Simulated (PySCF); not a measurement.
ReO2F2, SMILES [O]=[Re]([F])([F])=[O] (connectivity only; charge and spin as stated), neutral, multiplicity 2. The structure is a stationary point at PBE-D3(BJ)/def2-SVP. The multiplicity is an assumed one; other spin states were not compared. The def2 effective core potentials stand for the cores of Re; spin–orbit coupling is left out.

Computed with PySCF with PBE-D3(BJ)/def2-SVP.

Harmonic wavenumbers (cm⁻¹): 93, 206, 221, 250, 318, 648, 687, 984, 1014. Rotational constants (GHz): 4.016, 3.126, 3.070; symmetry number 2.

Question: Work out the zero-point energy and the ideal-gas rigid-rotor harmonic-oscillator thermochemistry at 298.15 K and 1 atm.

Answer: ZPE = ½ Σ hcν = ½ × 4421 cm⁻¹ = 6.32 kcal/mol. H − E(el) = 10.60 kcal/mol. Entropy in cal/(mol K): translation 42.52, rotation 25.15, vibration 11.56, spin 1.38, total 80.61. G − E(el) = -13.44 kcal/mol. Cp = 19.49 cal/(mol K). Modes under 150 cm⁻¹ make the vibrational entropy uncertain.
